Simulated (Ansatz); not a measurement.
C2H5Br (bromoethane): from total energies to a heat of formation

C2H5Br has 8 atoms, charge 0, and is taken as a singlet. As SMILES, `CCBr`. The shape is that of a PBE0-D4/def2-TZVP optimisation.

Total energies at HSE06/6-31G* (spherical functions) (Ansatz 0.2.0); the atoms run unrestricted:

```
species    state   energy (Eh)
 C2H5Br  singlet  -2652.674089
      C  triplet    -37.790136
     Br  doublet  -2573.508309
      H  doublet     -0.498830
```

Harmonic wavenumbers at PBE0-D4/def2-TZVP, in cm⁻¹: 260, 288, 589, 772, 985, 1037, 1092, 1265, 1277, 1406, 1476, 1480, 1490, 3050, 3109, 3127, 3142, 3177.

Measured heats of formation of the gaseous atoms at 298.15 K, in kJ/mol: C 716.9, Br 111.9, H 218.0. Spin-orbit lowering of the atoms at 298 K (mean of the ground term's levels less their thermal mean, from spectra), in kJ/mol: C 0.02, Br 14.69. Take 1 Eh = 2625.50 kJ/mol, 1 cm⁻¹ = 0.0119627 kJ/mol, RT = 2.479 kJ/mol.

Question: Work out the heat of formation of the gas at 298 K.

Answer: 
1. Electronic atomisation energy: 2 × (-37.790136) + (-2573.508309) + 5 × (-0.498830) − (-2652.674089) = 1.091358 Eh = 2865.4 kJ/mol.
2. Zero-point energy: half the sum of the wavenumbers, 14511 cm⁻¹ = 173.6 kJ/mol.
3. Thermal vibrational enthalpy, Σ hcν̃/(exp(hcν̃/kT) − 1): 3.4 kJ/mol. Translation, rotation and pV of a non-linear molecule: 4 RT = 9.9 kJ/mol.
4. The 8 free atoms carry 5/2 RT each: 49.6 kJ/mol.
5. Spin-orbit coupling lowers the free atoms by 2 × 0.02 + 14.69 = 14.7 kJ/mol.
6. Atomisation enthalpy at 298 K: 2865.4 − 14.7 − 173.6 − 3.4 − 9.9 + 49.6 = 2713.4 kJ/mol.
7. Sum of the atoms' heats of formation: 2635.7 kJ/mol. Heat of formation: 2635.7 − 2713.4 = -77.7 kJ/mol.

The tabulated value is -63.1 kJ/mol (Active Thermochemical Tables), so this level is off by -14.6 kJ/mol, or 0.5 % of the atomisation enthalpy. Relativity is left out. Anharmonicity and any spin-orbit splitting of the molecule are left out.
